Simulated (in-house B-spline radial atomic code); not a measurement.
**Ionising C III (C2+) with different functionals**

Computed with a B-spline radial code for spherical atoms: non-relativistic Hamiltonian, point nucleus, spin-polarised at highest spin, spherical fractional occupations for the functionals, and exact exchange of hybrids averaged over the configuration. The ionisation energy is the difference of two self-consistent energies, [He] 2s2 → [He] 2s1, without Breit or QED terms; ε is the level of the shell that loses the electron (its least bound occupied spin orbital).

```json
{"method": "PBE0", "rung": "global hybrid", "ΔSCF (eV)": "47.04", "-ε(2s) (eV)": "42.04"}
{"method": "B3LYP", "rung": "global hybrid", "ΔSCF (eV)": "47.23", "-ε(2s) (eV)": "41.77"}
{"method": "TPSSh", "rung": "global hybrid", "ΔSCF (eV)": "47.12", "-ε(2s) (eV)": "41.29"}
{"method": "M06-2X", "rung": "global hybrid", "ΔSCF (eV)": "47.31", "-ε(2s) (eV)": "43.70"}
{"method": "BHandHLYP", "rung": "global hybrid", "ΔSCF (eV)": "47.02", "-ε(2s) (eV)": "43.62"}
{"method": "r2SCAN0", "rung": "global hybrid", "ΔSCF (eV)": "46.69", "-ε(2s) (eV)": "42.21"}
{"method": "B97-1", "rung": "global hybrid", "ΔSCF (eV)": "47.21", "-ε(2s) (eV)": "41.76"}
{"method": "HSE06", "rung": "range-separated hybrid", "ΔSCF (eV)": "47.04", "-ε(2s) (eV)": "41.61"}
{"method": "wB97X", "rung": "range-separated hybrid", "ΔSCF (eV)": "46.51", "-ε(2s) (eV)": "44.67"}
{"method": "CAM-B3LYP", "rung": "range-separated hybrid", "ΔSCF (eV)": "47.21", "-ε(2s) (eV)": "43.60"}
{"method": "LC-wPBE", "rung": "range-separated hybrid", "ΔSCF (eV)": "47.21", "-ε(2s) (eV)": "45.28"}
```

(1) Among the functionals, which spreads more, the ΔSCF values or the orbital energies?

(2) How do they compare with the NIST value?

Answers

(1) The orbital energies: ΔSCF values span about 0.80 eV and the orbital energies 3.99 eV; here energy differences depend much less on the functional than eigenvalues do.

(2) NIST lists 47.888 eV (measured, ground level to ground level). Errors run from -1.38 to -0.57 eV; M06-2X is closest (-0.57 eV), but part of that can be cancellation, since the calculations leave out relativity, Breit-QED terms, the near-degeneracy of s² and p².
